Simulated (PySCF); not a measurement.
C₂H₄AlNO.

```xyz
9

Al    -1.0271     0.4196    -0.6388
H     -2.3161    -0.3299    -1.1540
C     -0.6475     2.3156    -0.8672
H      0.2810     2.4621    -1.4470
H     -0.4839     2.8054     0.1088
H     -1.4572     2.8537    -1.3856
N      0.1764    -0.5834     0.2260
C      0.9791    -1.2670     0.8057
O      1.7630    -1.9319     1.3711
```
Charge 0, spin multiplicity 1.

Geometry optimised at B3LYP-D3(BJ)/def2-SVP. A frequency run showed that this geometry is not a minimum. The structure was generated by enumeration; whether it is a known compound was not checked. The values are those of a single conformer.

Calculation: KT2/pcSseg-1 (PySCF). Non-relativistic, no solvent.

**Question.** Give the absolute GIAO shielding of each atom: isotropic value and principal components (ppm). (The exact figures need the calculation; the answer reports its results.)

**Answer.** 
| atom | σ(iso) | σ11 | σ22 | σ33 | span |
|---|---|---|---|---|---|
| Al1 | 364.2 | 234.2 | 380.0 | 478.5 | 244.3 |
| H2 | 26.4 | 22.9 | 24.2 | 32.0 | 9.1 |
| C3 | 190.2 | 183.9 | 189.9 | 196.9 | 13.0 |
| H4 | 31.4 | 27.2 | 28.9 | 37.9 | 10.7 |
| H5 | 31.3 | 27.2 | 28.9 | 37.9 | 10.7 |
| H6 | 31.3 | 27.6 | 28.1 | 38.3 | 10.7 |
| N7 | 195.2 | 117.8 | 156.5 | 311.2 | 193.4 |
| C8 | 61.9 | -43.3 | -41.1 | 270.1 | 313.4 |
| O9 | 191.4 | 102.3 | 116.5 | 355.2 | 252.9 |
